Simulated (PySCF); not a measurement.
Ionising ZnH

PBE0; Zn aug-pcseg-1, H aug-pcseg-1; no relativity (PySCF 2.14). Neutral (UKS): doublet (σ ↑), Re = 1.619 Å, ωe = 1579 cm⁻¹, De = 1.07 eV, HOMO -5.45 eV, LUMO -2.34 eV.

ZnH⁻ (UKS): singlet (closed shell), Re = 1.782 Å, ωe = 1080 cm⁻¹, De = 1.21 eV to Zn + H⁻. The energies at the minima are -1779.48300 hartree for ZnH and -1779.51069 for ZnH⁻.

(1) Work out the adiabatic electron affinity, without and with harmonic zero-point energies (1 hartree = 27.2114 eV, 1 eV = 8065.5 cm⁻¹), and the change of the bond length.

For an ion De counts to the pair picked by the measured ionisation energies or electron affinities, which need not be the lowest pair at this level. The highest Kohn–Sham level is positive in this anion. Much of that is self-interaction error, but it also means that the finite basis helps to hold the extra electron. States were picked by a PBE0 search and need not be the measured ground states.

Results:

(1) At PBE0: 0.02769 hartree = 0.753 eV between the minima; the zero-point term (1579.0 − 1080.0)/2 cm⁻¹ = +0.031 eV makes it 0.784 eV. Re changes by +16.3 pm against the neutral. The electron enters a σ orbital; the charge polarises the partner, so the anion is bound more strongly.
